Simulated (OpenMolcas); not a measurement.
## V2+: effect of the basis set

| Property | Result |
| --- | --- |
| Program | OpenMolcas 26.06 |
| Method | CASSCF |
| Active space | 3 electrons in 5 orbitals (3d) |
| State averaging | 2S+1 = 4 even, 10 roots; 2S+1 = 2 even, 40 roots |
| Spin-orbit coupling | RASSI with atomic mean-field integrals over the reference wave functions, term energies averaged over their components |

A. ANO-R1 [5s3p3d1f], X2C, finite nucleus; cost of the order of 14 core-seconds
B. ANO-RCC-VTZP [6s5p3d2f1g], DKH2, point nucleus; cost about 11 core-seconds
C. ANO-L-VTZP [6s5p3d2f1g], non-relativistic, point nucleus; cost roughly 9 core-seconds
D. ANO-R2 [6s4p4d2f1g], X2C, finite nucleus; cost roughly 14 core-seconds
E. ANO-RCC-VQZP [7s6p4d3f2g1h], DKH2, point nucleus; cost roughly 14 core-seconds
F. ANO-R3 [7s5p5d3f2g1h], X2C, finite nucleus; cost roughly 13 core-seconds

Energies in cm-1 above 3d3 4F 3/2, the measured ground level; measured values from Sugar and Corliss, J. Phys. Chem. Ref. Data 7, 1191 (1978).

```tsv
Level	A	B	C	D	E	F	Measured
3d3 4F 3/2	0.0	0.0	0.0	0.0	0.0	0.0	0.0
3d3 4F 5/2	153	153	159	150	154	155	146
3d3 4F 7/2	365	365	377	358	366	368	342
3d3 4F 9/2	631	631	652	619	632	636	584
3d3 4P 1/2	14778	14866	14858	14843	14857	14888	11514
3d3 4P 3/2	14852	14940	14934	14916	14932	14963	11592
3d3 2G 7/2	14896	15007	14974	14980	14990	15025	11966
3d3 4P 5/2	15024	15112	15112	15084	15104	15136	11770
3d3 2G 9/2	15120	15232	15205	15201	15217	15252	12187
3d3 2P 1/2	19688	19826	19791	19780	19798	19838	15580
3d3 2H 9/2	19707	19845	19811	19799	19818	19858	16811
3d3 2P 3/2	19793	19932	19898	19885	19904	19944	15550
3d3 2H 11/2	19882	20021	19991	19972	19994	20035	16978
3d3 2D 3/2(1)	21383	21536	21497	21480	21502	21545	16330
3d3 2D 5/2(1)	21563	21717	21681	21660	21684	21727	16375
3d3 2F 7/2	34054	34273	34231	34173	34211	34269	27728
3d3 2F 5/2	34151	34371	34331	34269	34309	34368	27847
3d3 2D 5/2(2)	53148	53498	53419	53316	53377	53461	42267
3d3 2D 3/2(2)	53264	53615	53539	53432	53494	53579	42371
```

Deviations, from unrounded energies. A percentage is the sum of absolute deviations over the sum of measured energies, with the sign that they share, or ± where signs differ.

```tsv
Against measurement	Levels	A	B	C	D	E	F
mean absolute deviation (cm-1)	18	4100	4300	4300	4200	4200	4300
fine structure of the ground term (%)	3	+7.4	+7.3	+10.9	+5.3	+7.5	+8.2
other terms of the ground configuration (%)	15	+25.1	+25.9	+25.7	+25.6	+25.7	+25.9
```

A, B, C, D, E, F lie about equally close to measurement. The largest miss of A in the table is 3d3 2D 3/2(2), by +11000 cm-1. The ranking rests on the paired levels alone, and a cruder setting can come out closer through cancelling errors.

Among A to F the level of the table that moves most is 3d3 2D 5/2(2), by 350 cm-1 (lowest in A, highest in B).

Without dynamic correlation excited terms often stand tens of per cent too high (terms of higher spin than the ground term too low), and those without a measured partner can miss by more than the paired ones. Some levels mix across a computed gap that differs much from the measured one, so their mixing is not that of the real levels. Measured partners are found by configuration, term and J. A level has none where our copy of the source lacks it or the pairing is in doubt (some pairs that miss far off the trend of their configuration count as doubtful), and it then counts in no deviation. Levels of configurations outside the active space are missing.

A number in round brackets counts repeated terms of one configuration in the order of the reference energies.
